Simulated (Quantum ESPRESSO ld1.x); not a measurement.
ld1.x (Quantum ESPRESSO 7.5) input

```
 &input
    atom='F',
    iswitch=1,
    rel=1,
    lsd=1,
    dft='PW',
    config='[He] 2s2 2p2 2p0.75',
    verbosity='high',
    prefix='ld1',
    max_out_wfc=37,
    file_charge='ld1.rho',
 /
```

It prints:

```
     Program LD1 v.7.5 starts

     --------------------------- All-electron run ----------------------------

     scalar relativistic calculation

     atomic number is  9.00
     dft =PW   lsd =1 sic =0 latt =0  beta=0.20 tr2=1.0E-14
     Exchange-correlation= PW
                           (   1   4   0   0   0   0   0)
     mesh =1851 r(mesh) =  99.76081 a.u. xmin = -8.00 dx = 0.00800
     1 Ry =  13.60569312 eV, c = 137.03599908

     n l     nl                  e(Ry)          e(Ha)          e(eV)
     1 0     1S 1( 1.00)     -52.445420432     -26.222710216   -713.5562961
     2 0     2S 1( 1.00)      -5.469140494      -2.734570247    -74.4114472
     2 1     2P 1( 2.00)      -4.123680648      -2.061840324    -56.1055334
     2 1     2P 2( 0.75)      -3.899846047      -1.949923023    -53.0601085
     1 0     1S 2( 1.00)     -52.340427107     -26.170213553   -712.1277891
     2 0     2S 2( 1.00)      -5.259721937      -2.629860969    -71.5621626

     final scf error:  1.7E-15 reached in  21 iterations

     Etot =    -193.224677 Ry,     -96.612339 Ha,   -2628.955662 eV
     Total magnetization:    1.25 Bohr mag.

     Ekin =     192.895968 Ry,      96.447984 Ha,    2624.483340 eV
     Encl =    -441.287320 Ry,    -220.643660 Ha,   -6004.019856 eV
     Eh   =      71.887848 Ry,      35.943924 Ha,     978.084001 eV
     Exc  =     -16.721173 Ry,      -8.360586 Ha,    -227.503147 eV

     normalization and overlap integrals

     s(1S/1S) =  1.000000  <r> =   0.1772  <r2> =    0.0424  r(max) =   0.1147
     s(1S/2S) = -0.000308
     s(2S/2S) =  1.000000  <r> =   0.9068  <r2> =    0.9788  r(max) =   0.7340
     s(2P/2P) =  1.000000  <r> =   0.8691  <r2> =    0.9446  r(max) =   0.6407
     s(2P/2P) =  1.000000  <r> =   0.8881  <r2> =    0.9900  r(max) =   0.6458
     s(1S/1S) =  1.000000  <r> =   0.1769  <r2> =    0.0422  r(max) =   0.1147
     s(1S/2S) = -0.000304
     s(2S/2S) =  1.000000  <r> =   0.9182  <r2> =    1.0052  r(max) =   0.7340

     ------------------------ End of All-electron run ------------------------
```

Run on one thread of a shared host, so times are rough (Intel(R) Xeon(R) Processor @ 2.60GHz): 0.48 s of CPU time, 0.8 s wall, 21 iterations on 1851 mesh points.
